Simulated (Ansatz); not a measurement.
Ansatz results at the PBE0-D4/def2-TZVP geometry: HOMO–LUMO gap (B3LYP/def2-TZVPP) 6.59 eV; HOMO energy (ωB97M-V/def2-TZVPP) -9.63 eV; LUMO energy (PBE0/def2-TZVPP) -0.33 eV.

Each molecule was computed in one conformer, which needn't be the lowest.

Task: Which molecule gave them?
A. `FC(S)S`
B. `[BH]1[NH][GaH]1`
C. `N=C[Si](O)(F)[SiH3]`
D. `NC1=C[SiH2]1`

Result: A. The others give `N=C[Si](O)(F)[SiH3]`: 5.74, -9.93, -1.60; `[BH]1[NH][GaH]1`: 4.77, -8.40, -1.20; `NC1=C[SiH2]1`: 6.20, -8.55, 0.25.

B3LYP here is the variant with VWN-RPA as its local correlation; programs differ in this.
